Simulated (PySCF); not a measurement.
# Computed properties of HfO₃, SMILES [O]1[Hf](=[O])[O]1, multiplicity 1

HfO3, SMILES [O]=[Hf]1[O][O]1, multiplicity 1. The structure is a stationary point at B3LYP-D3(BJ)/def2-TZVP. The multiplicity is an assumed one; other spin states were not compared. The def2 effective core potentials stand for the cores of Hf; spin–orbit coupling is left out. Other conformers were not sampled. All values are computed for the isolated molecule unless a solvent is named; none is compared with measurement here.

**Structure.** The optimised structure has Cs symmetry. All 6 harmonic modes at B3LYP-D3(BJ)/def2-TZVP (PySCF) are real, so it is a minimum. With heavy atoms numbered as in [Hf:1]1(=[O:2])[O:3][O:4]1, the shortest bond between them is O3–O4 at 1.522 Å and the longest Hf1–O4 at 1.956 Å.

**Vibrations.** The strongest infrared lines (harmonic, unscaled, degenerate partners summed) lie at 897 cm⁻¹ (116 km/mol, O 93 %), 824 cm⁻¹ (96 km/mol, O 96 %), 571 cm⁻¹ (61 km/mol, O 87 %, Hf 13 %). The softest mode is at 186 cm⁻¹ and the zero-point energy is 4.7 kcal/mol.

**Electronic structure.** B3LYP/def2-TZVPD (PySCF) places the frontier levels at -6.81 and -3.77 eV, a gap of 3.04 eV, and gives a dipole moment of 7.80 D and a mean polarisability of 47.3 bohr³. PBE/def2-TZVPD (PySCF) at the same geometry gives -5.49 and -4.00 eV, so its gap is 1.55 eV narrower. An orbital gap is neither the optical nor the fundamental gap.

**Excitations.** TDA-CAM-B3LYP/def2-SVPD (PySCF) has S1 at 2.57 eV (482 nm, f = 0.007, weak); the most intense of the 10 singlets computed lies at 3.84 eV (f = 0.01). T1 (TDA) is at 2.48 eV, 0.09 eV under S1. TDA-PBE/def2-SVPD (PySCF) puts S1 at 1.63 eV.
